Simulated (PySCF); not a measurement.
# Electron correlation in Cd²⁺ (cadmium, charge +2)

[Kr] 4d9 5p1, one real determinant (an excited configuration). All numbers are calculated (PySCF 2.14, the spin-free X2C one-electron Hamiltonian (Gaussian nucleus), in x2c-TZVPPall with one added diffuse shell each of s, p, d, f type (9s7p7d3f1g, 95 functions)). Frozen: [Ar] 3d10; 18 electrons correlated.

```csv
level,correlation energy (mhartree)
CCSD,-570.16
(T),-12.16
CCSD(T),-582.32
```

Diagnostics: T1 = 0.0067, D1 = 0.0334, largest double amplitude 0.029.

The real determinant used has ⟨L²⟩ near 8 against 12 for a pure F term, so it mixes terms.

Cost of the coupled-cluster step: of the order of 90 core-seconds, for 18 correlated electrons.

Iterations:

```
CC2 = 0
CCSD nocc = (np.int64(10), np.int64(8)), nmo = (81, 81)
frozen orbitals [[0, 1, 2, 3, 4, 5, 6, 7, 8, 9, 10, 11, 12, 13], [0, 1, 2, 3, 4, 5, 6, 7, 8, 9, 10, 11, 12, 13]]
max_cycle = 100
direct = 0
conv_tol = 1e-08
conv_tol_normt = 1e-06
diis_space = 8
diis_start_cycle = 0
Init t2, MP2 energy = -0.581784783815274
Init E_corr(UCCSD) = -0.581784783816169
cycle = 1  E_corr(UCCSD) = -0.56158114633118  dE = 0.0202036375  norm(t1,t2) = 0.0456157
cycle = 2  E_corr(UCCSD) = -0.569811637193871  dE = -0.00823049086  norm(t1,t2) = 0.0116438
cycle = 3  E_corr(UCCSD) = -0.569611660437508  dE = 0.000199976756  norm(t1,t2) = 0.00587838
cycle = 4  E_corr(UCCSD) = -0.570102908572569  dE = -0.000491248135  norm(t1,t2) = 0.00366783
cycle = 5  E_corr(UCCSD) = -0.57013302486868  dE = -3.01162961e-05  norm(t1,t2) = 0.00259333
cycle = 6  E_corr(UCCSD) = -0.570138705202009  dE = -5.68033333e-06  norm(t1,t2) = 0.0142967
cycle = 7  E_corr(UCCSD) = -0.570075262389014  dE = 6.3442813e-05  norm(t1,t2) = 0.00257965
cycle = 8  E_corr(UCCSD) = -0.570175060195057  dE = -9.9797806e-05  norm(t1,t2) = 0.000404543
cycle = 9  E_corr(UCCSD) = -0.57016161052404  dE = 1.3449671e-05  norm(t1,t2) = 0.000103915
cycle = 10  E_corr(UCCSD) = -0.5701570638998  dE = 4.54662424e-06  norm(t1,t2) = 2.77378e-05
cycle = 11  E_corr(UCCSD) = -0.570158615670127  dE = -1.55177033e-06  norm(t1,t2) = 9.96314e-06
cycle = 12  E_corr(UCCSD) = -0.570158560372592  dE = 5.52975354e-08  norm(t1,t2) = 3.5541e-06
cycle = 13  E_corr(UCCSD) = -0.570158687470007  dE = -1.27097416e-07  norm(t1,t2) = 7.55147e-07
cycle = 14  E_corr(UCCSD) = -0.570158665353045  dE = 2.21169617e-08  norm(t1,t2) = 2.52059e-07
cycle = 15  E_corr(UCCSD) = -0.570158665153498  dE = 1.99547379e-10  norm(t1,t2) = 4.08581e-07
UCCSD converged
E(UCCSD) = -5590.443885415894  E_corr = -0.5701586651534981
UCCSD(T) correction = -0.0121609963997832
```

The reference is one real determinant that mixes LS terms of this configuration.

This basis was not built for core-valence correlation, so the inner-shell part is incomplete.
